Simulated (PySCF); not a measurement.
Computed properties of H9NSi3, SMILES N([SiH2][SiH3])[SiH3]

H9NSi3, SMILES [SiH3]N[SiH2][SiH3]. Geometry optimised at PBE0-D3(BJ)/def2-SVP. The values are those of a single conformer. All values are computed for the isolated molecule unless a solvent is named; none is compared with measurement here.

**Structure.** All 33 harmonic modes at PBE0-D3(BJ)/def2-SVP (PySCF) are real, so it is a minimum. With heavy atoms numbered as in [SiH3:1][NH:2][SiH2:3][SiH3:4], the shortest bond between them is Si1–N2 at 1.739 Å and the longest Si3–Si4 at 2.347 Å.

**Vibrations.** The strongest infrared lines (harmonic, unscaled, degenerate partners summed) lie at 828 cm⁻¹ (502 km/mol, H 79 %, Si 13 %, N 8 %), 948 cm⁻¹ (486 km/mol, H 66 %, Si 17 %, N 16 %), 2209 cm⁻¹ (148 km/mol, H 96 %). The softest mode is at 31 cm⁻¹ and the zero-point energy is 52.4 kcal/mol.

**Electronic structure.** ωB97X/def2-TZVP (PySCF) places the frontier levels at -9.92 and 1.58 eV, a gap of 11.50 eV, and gives a dipole moment of 1.11 D and a mean polarisability of 88.8 bohr³. PBE/def2-TZVP (PySCF) at the same geometry gives -6.20 and -1.28 eV, so its gap is 6.58 eV narrower. An orbital gap is neither the optical nor the fundamental gap.

**Excitations.** TDA-PBE0/def2-SVPD (PySCF) has S1 at 5.74 eV (216 nm, f = 0.001, dark); the most intense of the 10 singlets computed lies at 7.54 eV (f = 0.04). T1 (TDA) is at 5.40 eV, 0.34 eV under S1. TDA-PBE/def2-SVPD (PySCF) puts S1 at 5.06 eV. No vertical singlet excitation falls in the visible range (under 3.1 eV).

**NMR.** GIAO shifts at PBE0/pcSseg-1 (PySCF) (non-relativistic, atoms alike by connectivity averaged): ¹H from -0.5 to 5.3 ppm against TMS; ²⁹Si from -106.2 to -41.9 ppm against TMS.

**Solvation.** SMD-M06-2X/def2-SVP (PySCF) gives 2.6 kcal/mol in water, -1.4 kcal/mol in acetonitrile, -2.0 kcal/mol in ethanol (1 M in both phases, gas-phase geometry); of these solvents ethanol holds the molecule best.
